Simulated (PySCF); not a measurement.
A side-by-side comparison of computed properties.

First species: C2H7ClOSi3.
SMILES: `[SiH3]O[SiH2]C#C[SiH2]Cl`

Second species: C4H4O2S.
Z-matrix (Å and degrees, GFN2-xTB geometry), rows numbered from 1:
```
O 
C   1  1.4027
C   2  1.4855  1  113.06
C   3  1.3445  2  138.76  1    -6.79
O   4  1.4191  3   95.98  2   179.49
C   5  1.3931  4   86.73  3     0.23
S   6  1.5957  3  139.65  2     0.86
H   1  0.9637  2  109.37  3   -59.84
H   2  1.0957  1  105.82  3  -120.13
H   2  1.1022  1  111.56  3   123.11
H   4  1.0700  3  141.68  2    -1.10
```

Levels: B3LYP/def2-SVPD for dipole moment, HOMO energy, LUMO energy, HOMO–LUMO gap, static isotropic polarisability and electronic spatial extent ⟨r²⟩ about the centre of nuclear charge; TDDFT B3LYP/def2-SVPD for lowest singlet excitation; TDA B3LYP/def2-SVPD for lowest triplet excitation (Tamm–Dancoff); GFN2-xTB for rotational constant A and rotational constant C. Geometries: GFN2-xTB. Each species is one conformer at its optimised geometry, gas phase, non-relativistic unless stated. Electronic properties by PySCF.

Dipoles, sizes and rotational constants follow the conformer. The torsions of the flexible species, by atom-mapped SMILES:
- `[OH:1][CH2:2][C:3]1=[CH:4][O:5][C:6]1=[S:7]`: O1–C2–C3–C4 -7°, H–O1–C2–C3 -60°

```csv
property,column X,column Y
dipole moment,1.34 D,2.28 D
HOMO energy,-8.12 eV,-7.08 eV
LUMO energy,-1.47 eV,-3.06 eV
HOMO–LUMO gap,6.65 eV,4.02 eV
lowest singlet excitation,5.30 eV,2.72 eV
lowest triplet excitation (Tamm–Dancoff),4.60 eV,2.33 eV
static isotropic polarisability,117.8 au,76.9 au
electronic spatial extent ⟨r²⟩ about the centre of nuclear charge,3215 bohr²,1003 bohr²
rotational constant A,3.252 GHz,4.398 GHz
rotational constant C,0.314 GHz,1.075 GHz
```

Task: Which column belongs to which species?

Result: Column X is the first species and column Y the second. The first has 14 atoms and 86 electrons, the second 11 and 60.

Task: How does each property change from the first species to the second?

Result: dipole moment +0.94 D; HOMO energy +1.04 eV; LUMO energy -1.59 eV; HOMO–LUMO gap -2.63 eV; lowest singlet excitation -2.58 eV; lowest triplet excitation (Tamm–Dancoff) -2.27 eV; static isotropic polarisability -40.9 au; electronic spatial extent ⟨r²⟩ about the centre of nuclear charge -2212 bohr²; rotational constant A +1.146 GHz; rotational constant C +0.761 GHz.

On the first: In atomic units the dipole is 0.53 e·bohr (1 au = 2.5417 D). S1 lies 1.35 eV below the HOMO–LUMO gap; its leading configuration is HOMO→LUMO, weight 0.90. GFN2-xTB frequencies show an imaginary mode (28i cm⁻¹), so this geometry is no minimum at that level.

On the second: The polarisability is 11.40 Å³ as a volume (1 au = 0.148185 Å³), or 1.28 au for each of the 60 electrons. In atomic units the dipole is 0.90 e·bohr (1 au = 2.5417 D).
